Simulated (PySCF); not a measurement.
C₇H₉O (doublet state).
Z-matrix (Å and degrees, GFN2-xTB geometry), rows numbered from 1:
```
C 
C   1  1.3505
C   2  1.5040  1  121.55
C   2  1.4184  1  121.47  3   179.93
C   4  1.4090  2  129.82  1   179.89
C   5  1.3581  4  108.70  2  -179.85
C   6  1.4922  5  107.61  4    -0.04
O   4  1.3711  2  120.28  1    -0.03
H   1  1.0744  2  120.87  3  -179.89
H   1  1.0751  2  121.59  3     0.02
H   3  1.0890  2  110.75  1  -120.36
H   3  1.0889  2  110.57  1   119.78
H   3  1.0864  2  110.12  1    -0.26
H   5  1.0719  4  124.69  2     0.29
H   6  1.0707  5  128.95  4   179.85
H   7  1.1011  6  113.11  5   118.87
H   7  1.1010  6  113.03  5  -118.82
```

The hyperfine couplings belong to this conformer and change with its torsions.

The species is `C=C(C)[C]1C=CCO1` [radical].

Computed with UKS B3LYP, pcH-1 on C H O, non-relativistic, mean-field spin-orbit, GIAO (PySCF). The structure is a single GFN2-xTB conformer in the gas phase; no vibrational or solvent corrections. A GFN2-xTB geometry isn't a minimum of the functional, and hyperfine couplings can be far from their values at a DFT geometry. No stability test was run, so a lower SCF solution isn't excluded. ⟨S²⟩ is 0.781 where a pure state has 0.75.

The Mulliken spin populations are largest on C6 (+0.45), C4 (+0.44), C1 (+0.42) and C5 (-0.19). Three atoms exceed +0.15.

Problem. Test a(H) = Q·ρ(C) for the protons on planar carbons with a spin population beyond ±0.08.

Solution. 
| H | C | ρ(C) | a(H) (G) | a/ρ (G) |
| --- | --- | --- | --- | --- |
| H9 | C1 | +0.421 | -8.70 | -20.7 |
| H10 | C1 | +0.421 | -9.07 | -21.5 |
| H14 | C5 | -0.187 | +2.84 | -15.2 |
| H15 | C6 | +0.447 | -10.84 | -24.2 |

A least-squares line through the origin gives Q = -21.8 G with Mulliken populations. Where ρ is negative the coupling is positive.

Problem. Leave H14 and its like out of the fit. How well does the relation then predict its coupling?

Solution. The other protons give Q = -22.2 G, so a = -22.2 × -0.187 = 4.15 G, against the computed 2.84 G.

Problem. List the C–H protons on four-coordinate carbons next to a three-coordinate spin centre, with their couplings and θ (C–H bond against the normal to the plane of the centre's neighbours, projected along the bond that joins the two).

Solution. 
```tsv
β H	on	centre	θ (°)	cos²θ	a (G)
H16	C7	C6	29	0.77	+32.41
H17	C7	C6	29	0.77	+32.43
```

Couplings in gauss use g_iso = 2.0031.
